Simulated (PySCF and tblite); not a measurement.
Results of a calculation; reference values are marked as such.
System: C9H10, numbered as in [CH3:1][C:2]1=[CH:3]/[CH:4]=[CH:5]\[CH:6]=[CH:7]/[CH:8]=[CH:9]\1.

For the inversion of the 8-membered ring (2–3–4–5–6–7–8–9): electronic barrier 13.02 kcal/mol, zero-point change 1.02 kcal/mol, thermal and entropy terms at 298.15 K a further 0.48 kcal/mol (symmetry numbers apart). The minimum is C1, the saddle Cs. Geometries: GFN2-xTB; energies: PBE0/pcSseg-1 + D3(BJ); zero-point and thermal terms from GFN2-xTB harmonic modes (soft modes blended into free rotors). Rates follow Eyring's equation with the number of equivalent paths and no tunnelling. Programs: tblite and PySCF.

How many equivalent paths lead out of the minimum?

1: the symmetry number of the minimum is 1, that of the saddle displaced along its mode 1.

Work out the rate at 298.15 K.

ΔG‡ = 14.52 kcal/mol; k_B T/h = 6.2×10¹² s⁻¹; exp(−ΔG‡/RT) = 2.3×10⁻¹¹; times 1 gives k = 142 s⁻¹. Wigner's tunnelling factor for the 127i cm⁻¹ mode would be 1.02.
